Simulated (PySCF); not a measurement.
C$_{3}$H$_{11}$FSi$_{2}$, singlet, geometry from GFN2-xTB, atoms displaced at random by about 0.08 Å a coordinate; R2SCAN/STO-3G, gradient by finite differences in PySCF.

The PySCF input:
```python
from pyscf import gto, scf, dft

mol = gto.M(
    atom='''
Si    1.576149   -0.263257   -0.159881
F     1.991722   -0.736725    1.370245
Si   -0.696983    0.269410   -0.247063
C    -1.175466    0.623946   -2.007715
C    -1.711483   -1.257335    0.486621
C    -1.093331    1.660973    0.912085
H     2.081111   -1.537787   -0.912748
H     2.605553    0.625469   -0.435407
H    -0.646772    1.234137   -2.418527
H    -2.344542    0.777559   -2.011536
H    -1.156484   -0.298277   -2.476478
H    -2.700377   -1.079733    0.632637
H    -1.420440   -1.447762    1.523289
H    -1.533639   -2.233794   -0.138281
H    -0.387612    2.606267    0.584186
H    -2.095956    1.902242    0.829454
H    -0.731689    1.512012    2.071199
''',
    basis='sto-3g',
    charge=0,
    spin=0,
    verbose=4,
)

mf = dft.RKS(mol)
mf.xc = 'r2scan'
mf.conv_tol = 1e-11
mf.kernel()
scan, done = mf.as_scanner(), []
scan.scf_summary = {}
def energy(d):
    c = mol.atom_coords()
    c[9, 1] += d
    e = scan(mol.set_geom_(c, unit='Bohr', inplace=False))
    done.append(scan.converged)
    return e
h = 0.01
fd = (energy(h) - energy(-h)) / (2 * h)
print('dE/dx =', fd)
```

Question: What does PySCF print? Leave out banner, timings and long lists.

Answer: 
```
PySCF version 2.14.0

[INPUT] verbose = 4
[INPUT] num. atoms = 17
[INPUT] num. electrons = 66
[INPUT] charge = 0
[INPUT] spin (= nelec alpha-beta = 2S) = 0
[INPUT] symmetry False subgroup None
[INPUT] Mole.unit = angstrom
[INPUT] Symbol           X                Y                Z      unit          X                Y                Z       unit  Magmom
[...]
nuclear repulsion = 380.863686087657
number of shells = 33
number of NR pGTOs = 147
number of NR cGTOs = 49
basis = sto-3g
ecp = {}

******** <class 'pyscf.dft.rks.RKS'> ********
method = RKS
initial guess = minao
damping factor = 0
level_shift factor = 0
DIIS = <class 'pyscf.scf.diis.CDIIS'>
diis_start_cycle = 1
diis_space = 8
diis_damp = 0
SCF conv_tol = 1e-11
SCF conv_tol_grad = None
SCF max_cycles = 50
direct_scf = True
direct_scf_tol = 1e-13
XC library pyscf.dft.libxc version 7.1.2
    S. Lehtola, C. Steigemann, M. J. T. Oliveira, and M. A. L. Marques,  SoftwareX 7, 1–5 (2018)
XC functionals = r2scan
    J. W. Furness, A. D. Kaplan, J. Ning, J. P. Perdew, and J. Sun,  J. Phys. Chem. Lett. 11, 8208–8215 (2020)
    J. W. Furness, A. D. Kaplan, J. Ning, J. P. Perdew, and J. Sun,  J. Phys. Chem. Lett. 11, 9248–9248 (2020)
    J. W. Furness, A. D. Kaplan, J. Ning, J. P. Perdew, and J. Sun,  J. Phys. Chem. Lett. 11, 8208–8215 (2020)
    J. W. Furness, A. D. Kaplan, J. Ning, J. P. Perdew, and J. Sun,  J. Phys. Chem. Lett. 11, 9248–9248 (2020)
radial grids:
    Treutler-Ahlrichs [JCP 102, 346 (1995); DOI:10.1063/1.469408] (M4) radial grids

becke partition: Becke, JCP 88, 2547 (1988); DOI:10.1063/1.454033
pruning grids: <function nwchem_prune>
grids dens level: 3
symmetrized grids: False
atomic radii adjust function: <function treutler_atomic_radii_adjust>
small_rho_cutoff = 0
Set gradient conv threshold to 3.16228e-06
Initial guess from minao.
tot grids = 202864
init E= -789.728209540568
[...]
cycle= 1 E= -789.897463407378  delta_E= -0.169  |g|= 0.54  |ddm|= 4.62
[...]
cycle= 2 E= -789.523433559541  delta_E= 0.374  |g|= 1.31  |ddm|= 2.74
[...]
cycle= 3 E= -790.006473365595  delta_E= -0.483  |g|= 0.185  |ddm|= 1.95
[...]
cycle= 4 E= -790.016312260866  delta_E= -0.00984  |g|= 0.0633  |ddm|= 0.345
[...]
cycle= 5 E= -790.017913530207  delta_E= -0.0016  |g|= 0.0062  |ddm|= 0.108
[...]
cycle= 6 E= -790.01792784498  delta_E= -1.43e-05  |g|= 0.00142  |ddm|= 0.0114
[...]
cycle= 7 E= -790.01792856028  delta_E= -7.15e-07  |g|= 0.000388  |ddm|= 0.00258
[...]
[...]
converged SCF energy = -790.017928615669
converged SCF energy = -790.018088556581
[...]
  15 H     -0.387612000000   2.606267000000   0.584186000000 AA   -0.732480522595   4.925130837492   1.103951545805 Bohr
  16 H     -2.095956000000   1.902242000000   0.829454000000 AA   -3.960782809139   3.594716402645   1.567440892925 Bohr
  17 H     -0.731689000000   1.512012000000   2.071199000000 AA   -1.382691818357   2.857288577056   3.913998859473 Bohr

******** <class 'pyscf.scf.hf.RKS_Scanner'> ********
method = RKS_Scanner
initial guess = minao
damping factor = 0
level_shift factor = 0
DIIS = <class 'pyscf.scf.diis.CDIIS'>
diis_start_cycle = 1
diis_space = 8
diis_damp = 0
SCF conv_tol = 1e-11
SCF conv_tol_grad = None
SCF max_cycles = 50
direct_scf = True
direct_scf_tol = 1e-13
XC library pyscf.dft.libxc version 7.1.2
    S. Lehtola, C. Steigemann, M. J. T. Oliveira, and M. A. L. Marques,  SoftwareX 7, 1–5 (2018)
XC functionals = r2scan
    J. W. Furness, A. D. Kaplan, J. Ning, J. P. Perdew, and J. Sun,  J. Phys. Chem. Lett. 11, 8208–8215 (2020)
    J. W. Furness, A. D. Kaplan, J. Ning, J. P. Perdew, and J. Sun,  J. Phys. Chem. Lett. 11, 9248–9248 (2020)
    J. W. Furness, A. D. Kaplan, J. Ning, J. P. Perdew, and J. Sun,  J. Phys. Chem. Lett. 11, 8208–8215 (2020)
    J. W. Furness, A. D. Kaplan, J. Ning, J. P. Perdew, and J. Sun,  J. Phys. Chem. Lett. 11, 9248–9248 (2020)
radial grids:
    Treutler-Ahlrichs [JCP 102, 346 (1995); DOI:10.1063/1.469408] (M4) radial grids

becke partition: Becke, JCP 88, 2547 (1988); DOI:10.1063/1.454033
pruning grids: <function nwchem_prune>
grids dens level: 3
symmetrized grids: False
atomic radii adjust function: <function treutler_atomic_radii_adjust>
small_rho_cutoff = 0
Set gradient conv threshold to 3.16228e-06
tot grids = 202864
init E= -790.01793584514
[...]
cycle= 1 E= -790.01776006039  delta_E= 0.000176  |g|= 0.000562  |ddm|= 0.00652
[...]
cycle= 2 E= -790.01776006697  delta_E= -6.58e-09  |g|= 0.000571  |ddm|= 0.0017
[...]
cycle= 3 E= -790.017760175671  delta_E= -1.09e-07  |g|= 6.09e-05  |ddm|= 0.000903
[...]
cycle= 4 E= -790.017760176862  delta_E= -1.19e-09  |g|= 2.45e-05  |ddm|= 0.000137
[...]
cycle= 5 E= -790.017760177092  delta_E= -2.3e-10  |g|= 3.82e-06  |ddm|= 4.61e-05
[...]
cycle= 6 E= -790.017760177098  delta_E= -5.46e-12  |g|= 8.08e-07  |ddm|= 7.68e-06
[...]
Extra cycle  E= -790.017760177103  delta_E= -5.46e-12  |g|= 8.99e-07  |ddm|= 3.13e-06
converged SCF energy = -790.017760177103
dE/dx = -0.01641897387685276
```
